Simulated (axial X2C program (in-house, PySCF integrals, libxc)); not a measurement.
Spin–orbit effects down a group: molecules with B, HF

Computed with an in-house relativistic program for diatomic molecules, spin-free (one-electron X2C) or two-component (2c: spin–orbit coupling with atomic mean-field Coulomb and Gaunt terms, which also bring small scalar terms), in Dyall basis sets with cores contracted in-house; open shells are unrestricted.

Basis sets: B dyall-v3z, Ni dyall-cv3z, Pd dyall-cv3z, Pt dyall-cv3z.

| molecule | spin-free state | Re (Å) | ωe (cm⁻¹) | De (eV) | 2c state | Re 2c (Å) | ωe 2c (cm⁻¹) | De 2c (eV) |
| --- | --- | --- | --- | --- | --- | --- | --- | --- |
| NiB | M_S = 1/2, Λ = 2 | 2.085 | 416.2 | -1.37 | Ω = 5/2 | 2.085 | 416.0 | -1.41 |
| PdB | M_S = 1/2, Λ = 0 | 1.858 | 575.9 | n/a | Ω = 1/2 | 1.858 | 575.5 | n/a |
| PtB | M_S = 1/2, Λ = 0 | 1.773 | 816.6 | 2.53 | Ω = 1/2 | 1.776 | 807.4 | 2.22 |

Each entry is the lowest single determinant of a limited PBE0 search at one distance. De goes to single-determinant-based atoms at the same level (for ions the charge split of lowest energy) and is withheld (n/a) where an atom does not fit its ground term or J level. Main or longest-lived isotopes. One determinant is a doubtful description, or other states lie close, for PtB; these need not be ground states, and all values refer to the states named. Some light 2c atoms are not at their ground J level, so De misses part of their lowering (0.04 eV or less).
